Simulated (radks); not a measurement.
Values are calculated unless marked as measured or tabulated.
Cs+, configuration [Xe].

Code: a radial shooting solver on a logarithmic mesh with Libxc functionals. Model: Dirac Kohn-Sham, Wu-Cohen GGA, spin-unpolarised, spherical densities, finite nucleus; Fermi nuclear charge, rms radius 4.8041 fm.

Energy parts (Ry):
total: -15578.0390
kinetic: 16587.8120
electron-nucleus: -37861.3555
Hartree: 6078.9987
exchange-correlation: -383.4943

Orbitals (lengths in bohr, moments of r in powers of bohr; <r^-3> diverges for s and p1/2):
orbital  occ.  eigenvalue (Ry)  <r^-3>
1s1/2       2        -2629.005       -
2s1/2       2        -412.5609       -
2p1/2       2        -388.2327       -
2p3/2       4        -362.3383    5925
3s1/2       2        -86.06341       -
3p1/2       2        -75.88725       -
3p3/2       4        -70.92641    1162
3d3/2       4        -53.01141   187.9
3d5/2       6        -51.95813   172.6
4s1/2       2        -16.54304       -
4p1/2       2        -12.89024       -
4p3/2       4        -11.87563   238.2
4d3/2       4         -5.93233   30.64
4d5/2       6         -5.76411   27.89
5s1/2       2         -2.34859       -
5p1/2       2         -1.45793       -
5p3/2       4         -1.33551   28.42

The highest occupied level is 5p3/2 at -18.171 eV. The electron density at the nucleus is 2.96e+05 e/bohr^3. The density falls to 0.001 e/bohr^3 at r = 4.03 bohr. Summed over all electrons, <r^2> = 50.78 bohr^2, which gives a Langevin (diamagnetic) susceptibility term of -40.2 x 10^-6 cm^3/mol.

Run on one thread of a shared host, so times are rough (Arm Neoverse V2): 0.11 s of CPU time, 0.11 s wall, 13 iterations on 2314 mesh points.
